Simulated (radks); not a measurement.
Method: scalar-relativistic Kohn-Sham, PBE, spin-polarised, spherical densities, finite nucleus; open shells are filled with parallel spins first; Fermi nuclear charge, rms radius of each element as measured or else 0.836 A^(1/3) + 0.57 fm; computed with a radial shooting solver on a logarithmic mesh with Libxc functionals. Each species is in its NIST ground configuration. Rank Li, N, C, Be, O, Ne, F, B by Delta-SCF ionisation energy (eV), largest first.

Answer. Ne 21.969, F 17.834, N 14.904, O 13.671, C 11.672, Be 8.998, B 8.486, Li 5.591.
